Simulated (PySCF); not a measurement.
Be(F)(GeH3) (BeFGeH₃), SMILES [F][Be][GeH3].

The structure is a stationary point at B3LYP-D3(BJ)/def2-TZVP.

Computed with ωB97X/def2-TZVPD in PySCF.

Symmetry labels are those of the subgroup Cs that the program uses (full group C3v).

Computed valence orbital energies around the gap with their symmetry:
```csv
orbital,symmetry,energy (eV)
HOMO−7,A',-35.11
HOMO−6,A',-18.36
HOMO−5,A',-15.97
HOMO−4,A',-14.67
HOMO−3,A",-14.67
HOMO−2,A",-11.97
HOMO−1,A',-11.97
HOMO,A',-10.68
LUMO,A",1.07
LUMO+1,A',1.07
LUMO+2,A',1.19
LUMO+3,A',1.92
```
